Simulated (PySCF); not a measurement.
CH12OSi4.
Structure used (GFN2-xTB), in Å, numbered top down from 1:
```
atom  x, y, z in Å
C1     1.591    1.597   -0.712
Si2    2.126   -0.142   -0.169
Si3    0.440   -1.027    1.156
O4     0.847   -2.535    1.657
Si5   -1.684   -1.046    0.188
Si6   -2.503    1.013   -0.457
H7     0.662    1.570   -1.276
H8     1.432    2.246    0.144
H9     2.342    2.064   -1.341
H10    3.455   -0.023    0.454
H11    2.370   -0.930   -1.394
H12    0.396   -0.404    2.487
H13    0.921   -3.275    1.065
H14   -1.654   -1.937   -0.995
H15   -2.680   -1.725    1.037
H16   -2.168    1.323   -1.850
H17   -1.943    2.101    0.352
H18   -3.959    1.136   -0.358
```

The calculation used PySCF, TDDFT CAM-B3LYP/def2-SVPD, vertical, gas phase, core orbitals frozen in the response.

Transition dipole moments from the ground state, in atomic units and in the frame of the coordinates above (overall signs are arbitrary), for the states with f of 0.002 or more among the lowest 7:

```
state  E (eV)      μx      μy      μz
   S1   5.455   0.099   0.098  -0.109
   S2   6.108  -0.767  -0.109  -0.001
   S3   6.484  -0.448   0.420   0.019
   S4   6.816  -0.185   0.130  -0.076
   S5   6.872   1.028   0.081   0.252
   S6   7.098  -0.461  -0.092   0.069
   S7   7.167  -0.923   0.149  -0.036
```

Q: What oscillator strength does each state have?

A: f = (2/3) ΔE |μ|² with ΔE in hartree (27.2114 eV).

```tsv
state	|μ|² (au)	|μ| (D)	f
S1	0.031	0.45	0.004
S2	0.600	1.97	0.090
S3	0.377	1.56	0.060
S4	0.057	0.61	0.010
S5	1.126	2.70	0.190
S6	0.226	1.21	0.039
S7	0.876	2.38	0.154
```

Q: Which bond between heavy atoms lies closest to the direction of the S5 transition dipole?

A: Si3–Si5, at 11° from it; next Si2–Si3 at 53°.

Q: What angle do the transition dipoles of S5 and S7 make?

A: |cos θ| = |μa·μb| / (|μa| |μb|) = 0.95, so θ ≈ 18° (taken between 0 and 90°, since the signs are arbitrary).

Q: What peak molar absorption coefficient would the strongest computed level give as a lone Gaussian band 0.4 eV wide at half height?

A: ε(max) = 2.175×10⁸ f / FWHM, with the width in cm⁻¹. S5: 2.175×10⁸ × 0.1896 / 3226 ≈ 13000 L mol⁻¹ cm⁻¹.

One conformer stands for the species.
